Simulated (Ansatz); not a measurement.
A structure relaxed at PBE0-D4/def2-SVPD in Ansatz, charge -1, doublet:

Cartesian coordinates in Å:
```
La 0.9008 0.6849 -0.4303
La 0.1101 -2.8801 1.9604
O 0.4692 -1.2073 0.8385
O -0.7638 2.1123 -0.5786
O -0.7163 1.2902 -1.7901
```

**Question.** Give its formula and point group.

**Answer.** La₂O₃⁻. Point group Cs (tolerance 0.1 Å).

**Question.** Summarise the bond lengths by kind (pairs closer than 1.2 times the sum of covalent radii, bridged metal pairs left out).

**Answer.** 4 × La–O 2.05 to 2.32 Å; 1 × O–O 1.46 Å.

In the def2 sets La takes a core potential; there is no spin–orbit coupling. The structure holds one bond between oxygen atoms, so isomers without such links may lie far lower. The charge -1 doublet is spin-contaminated (final ⟨S²⟩ up to 1.00, 0.75 for a pure state). Another isomer (doublet) lies 4.84 eV lower at PBE0-D4/def2-TZVPD; other spin states weren't run for this one.
